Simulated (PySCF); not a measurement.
## revPBE on Tc²⁺ (technetium, charge +2)

Configuration: [Kr] 4d4 5s1, high-spin 6D determinant (an excited configuration). Calculation: PySCF 2.14, in x2c-TZVPPall with one added diffuse shell each of s, p, d, f type (9s7p7d3f1g, 95 functions); the spin-free X2C one-electron Hamiltonian (Gaussian nucleus).

| Quantity | Value |
| --- | --- |
| Total energy | -4284.07 hartree |
| One-electron energy | -5872.13 hartree |
| Hartree (Coulomb) energy | 1716.92 hartree |
| Exchange-correlation energy | -128.85 hartree |
| ⟨S²⟩ | 8.7506 |
| ⟨L²⟩ | 6.006 |
| Sum of ⟨r⟩ | 26.53 bohr |
| Sum of ⟨r²⟩ | 35.60 bohr² |
| Traceless quadrupole moment −½Σ⟨3z² − r²⟩ along its main axis | -0.671 e·bohr² |
| Langevin diamagnetic susceptibility | -28.2 ×10⁻⁶ cm³/mol |

| shell | electrons | mean orbital energy (hartree) | spread (hartree) | rms radius, mean of both spins (bohr) |
| --- | --- | --- | --- | --- |
| 1s α | 1 | -766.53627 | 0 | 0.0394 |
| 1s β | 1 | -766.53547 | 0 | 0.0394 |
| 2s α | 1 | -110.04946 | 0 | 0.162 |
| 2s β | 1 | -110.02859 | 0 | 0.162 |
| 2p α | 3 | -98.59481 | 0.00659 | 0.144 |
| 2p β | 3 | -98.57908 | 0.01044 | 0.144 |
| 3s α | 1 | -19.80787 | 0 | 0.444 |
| 3s β | 1 | -19.79643 | 0 | 0.444 |
| 3p α | 3 | -16.04703 | 0.01679 | 0.449 |
| 3p β | 3 | -16.03400 | 0.02019 | 0.449 |
| 3d α | 5 | -9.95056 | 0.01539 | 0.437 |
| 3d β | 5 | -9.93056 | 0.02420 | 0.437 |
| 4s α | 1 | -3.48999 | 0 | 1.12 |
| 4s β | 1 | -3.38222 | 0 | 1.12 |
| 4p α | 3 | -2.45850 | 0.02075 | 1.24 |
| 4p β | 3 | -2.34117 | 0.04823 | 1.24 |
| 4d α | 4 | -0.99818 | 0.03068 | 1.68 |
| 5s α | 1 | -0.75956 | 0 | 2.97 |

Densities and radii are taken from the X2C orbitals without a picture-change correction, which distorts them close to the nucleus.
